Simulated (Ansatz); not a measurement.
Start from `C[O][SnH]([CH3])[SeH]` and change one atom or group to get `C[O][SnH]([CH3])[NH2]`.

Ansatz, PBE0-D4/def2-TZVP geometries, multiplicity 1. Each molecule was computed in one conformer, which needn't be the lowest.

Elements past krypton have def2 core potentials. Scalar relativity is left out up to krypton.

| property | `C[O][SnH]([CH3])[SeH]` |
| --- | --- |
| size of the dipole moment (B3LYP/def2-TZVPP) / D | 1.46 |
| HOMO–LUMO gap (ωB97M-V/def2-TZVPP) / eV | 10.48 |
| LUMO energy (PBE0/def2-TZVPP) / eV | -0.55 |
| HOMO energy (B3LYP/def2-TZVPP) / eV | -6.79 |
| HOMO–LUMO gap (B3LYP/def2-TZVPP) / eV | 5.95 |
| LUMO energy (PBE/def2-TZVPP) / eV | -1.44 |

(1) Give the same properties after the change, and the shifts. (Best estimate.)

## Answers

(1) The calculation gave: 
```tsv
property	`C[O][SnH]([CH3])[NH2]`	shift
size of the dipole moment (B3LYP/def2-TZVPP) / D	1.05	-0.41
HOMO–LUMO gap (ωB97M-V/def2-TZVPP) / eV	11.27	0.79
LUMO energy (PBE0/def2-TZVPP) / eV	0.15	0.70
HOMO energy (B3LYP/def2-TZVPP) / eV	-6.98	-0.19
HOMO–LUMO gap (B3LYP/def2-TZVPP) / eV	6.78	0.83
LUMO energy (PBE/def2-TZVPP) / eV	-0.78	0.66
```

With PBE0 the HOMO falls by 0.17 eV and the LUMO rises by 0.70 eV, so the gap widens by about 0.87 eV. PBE moves the HOMO by 0.21 eV and ωB97M-V by -0.38 eV. Dipoles are sizes alone; their direction can turn.

B3LYP here is the variant with VWN-RPA as its local correlation; programs differ in this.

Spin–orbit coupling is left out; it splits and shifts lone-pair levels of the heavy atoms by tenths of an eV.
